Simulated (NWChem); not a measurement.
System: MIBK (C$_{6}$H$_{12}$O); SMILES CC(=O)CC(C)C

NWChem printed, in part:

```
             Northwest Computational Chemistry Package (NWChem) 7.3.0
             --------------------------------------------------------

 C1  symmetry detected

                             Geometry "geometry" -> ""
                             -------------------------

 Output coordinates in angstroms (scale by  1.889725989 to convert to a.u.)

  No.       Tag          Charge          X              Y              Z
 ---- ---------------- ---------- -------------- -------------- --------------
    1 C                    6.0000    -0.81927351     2.44668079     0.34771381
    2 C                    6.0000     0.08703941     1.21369521     0.25974359
    3 C                    6.0000     1.21924213     1.42134878    -0.75424845
    4 C                    6.0000    -0.72742960    -0.04432331    -0.06560153
    5 C                    6.0000     0.01102723    -1.36349025     0.14710000
    6 C                    6.0000    -0.64467209    -2.60049747    -0.44345093
    7 O                    8.0000     1.06360426    -1.42678590     0.76379027
    8 H                    1.0000    -1.61466334     2.31887218     1.11092812
    9 H                    1.0000    -0.23804643     3.35278961     0.61445807
   10 H                    1.0000    -1.31805257     2.64721987    -0.62492665
   11 H                    1.0000     0.55400230     1.03877080     1.25362871
   12 H                    1.0000     0.81287971     1.57463985    -1.77747656
   13 H                    1.0000     1.82389112     2.31533163    -0.49907168
   14 H                    1.0000     1.90085960     0.54897409    -0.77593146
   15 H                    1.0000    -1.12794675    -0.01041385    -1.10481237
   16 H                    1.0000    -1.63463357    -0.09850838     0.58155651
   17 H                    1.0000    -0.15647181    -3.51122266    -0.05153628
   18 H                    1.0000    -0.53220826    -2.57841149    -1.54865234
   19 H                    1.0000    -1.73404549    -2.62423701    -0.23602520

 Effective nuclear repulsion energy (a.u.)     310.5978999272

                                 NWChem DFT Module
                                 -----------------

 Summary of "ao basis" -> "ao basis" (spherical)
 ------------------------------------------------------------------------------
       Tag                 Description            Shells   Functions and Types
 ---------------- ------------------------------  ------  ---------------------
 C                          6-31+g*                  8       18   4s3p1d
 O                          6-31+g*                  8       18   4s3p1d
 H                          6-31+g*                  2        2   2s

            General Information
            -------------------
          SCF calculation type: DFT
          Wavefunction type:  closed shell.
          No. of atoms     :    19
          No. of electrons :    56
           Alpha electrons :    28
            Beta electrons :    28
          Charge           :     0
          Spin multiplicity:     1
          Use of symmetry is: off; symmetry adaption is: off
          Maximum number of iterations: 150
          AO basis - number of functions:   150
                     number of shells:    80
          Convergence on energy requested:  1.00D-06
          Convergence on density requested:  1.00D-05
          Convergence on gradient requested:  5.00D-04

              XC Information
              --------------
                         PBE0 Method XC Functional
                     Hartree-Fock (Exact) Exchange  0.250
          PerdewBurkeErnzerhof Exchange Functional  0.750
            Perdew 1991 LDA Correlation Functional  1.000 local
           PerdewBurkeErnz. Correlation Functional  1.000 non-local

             Grid Information
             ----------------
          Grid used for XC integration:  medium
          Radial quadrature: Mura-Knowles
          Angular quadrature: Lebedev.
          Tag              B.-S. Rad. Rad. Pts. Rad. Cut. Ang. Pts.
          ---              ---------- --------- --------- ---------
          C                   0.70       49          15.0       434
          O                   0.60       49          14.0       434
          H                   0.35       45          16.0       434
          Grid pruning is: on
          Number of quadrature shells:   883
          Spatial weights used:  Erf1

      Superposition of Atomic Density Guess
      -------------------------------------

 Sum of atomic energies:        -306.71648194

      Non-variational initial energy
      ------------------------------

 Total energy =    -311.201042
 1-e energy   =   -1028.083731
 2-e energy   =     406.284789
 HOMO         =      -0.323326
 LUMO         =      -0.014395

     ---------------------------------------------
      Total Density - Mulliken Population Analysis
     ---------------------------------------------

    Atom       Charge   Shell Charges
 -----------   ------   -------------------------------------------------------
    1 C    6     6.94   2.00  0.72  2.03  0.70  1.21  0.22  0.02  0.03
    2 C    6     6.30   2.00  0.70  1.90  0.61  0.99  0.09 -0.04  0.05
    3 C    6     6.77   2.00  0.72  2.04  0.71  1.21  0.06  0.01  0.03
    4 C    6     6.63   2.00  0.72  1.99  0.65  1.14  0.08  0.02  0.03
    5 C    6     4.93   2.00  0.70  1.48  0.43  0.42 -0.23  0.05  0.09
    6 C    6     7.07   2.00  0.72  2.05  0.72  1.26  0.26  0.03  0.03
    7 O    8     8.80   2.00  0.96  3.11  0.96  1.78 -0.04  0.01  0.02
    8 H    1     0.72   0.46  0.26
    9 H    1     0.72   0.46  0.26
   10 H    1     0.72   0.47  0.26
   11 H    1     0.73   0.47  0.25
   12 H    1     0.72   0.46  0.25
   13 H    1     0.73   0.46  0.26
   14 H    1     0.72   0.46  0.26
   15 H    1     0.70   0.45  0.24
   16 H    1     0.69   0.45  0.24
   17 H    1     0.72   0.46  0.26
   18 H    1     0.69   0.45  0.24
   19 H    1     0.71   0.45  0.25

[...]
```

Level: PBE0/6-31+G* (spherical d). Coordinates come from a PBE-D3(BJ)/def2-SVP optimisation. No frequency run checked for a minimum.

Problem. Reconstruct the input file.

Solution. Several could match; the one computed here: the input that was run:
```
start job
memory heap 200 mb stack 900 mb global 1100 mb
geometry units angstroms noautoz
  C     -0.762827     2.450174     0.382164
  C      0.126605     1.209859     0.241009
  C      1.218118     1.420090    -0.816150
  C     -0.713227    -0.035905    -0.066520
  C      0.020015    -1.364766     0.098545
  C     -0.671902    -2.587528    -0.480232
  O      1.096408    -1.446271     0.670355
  H     -1.527354     2.319879     1.175888
  H     -0.161992     3.347079     0.636269
  H     -1.299197     2.668325    -0.566384
  H      0.632321     1.017342     1.212425
  H      0.771521     1.590786    -1.819663
  H      1.841755     2.304800    -0.574725
  H      1.889426     0.541607    -0.877169
  H     -1.155847     0.015581    -1.087774
  H     -1.593505    -0.089982     0.616821
  H     -0.177188    -3.507983    -0.120541
  H     -0.604840    -2.551891    -1.588762
  H     -1.751991    -2.603603    -0.228294
end
basis spherical
  * library 6-31+g*
end
dft
  xc pbe0
  iterations 150
  mulliken
end
task dft energy
```
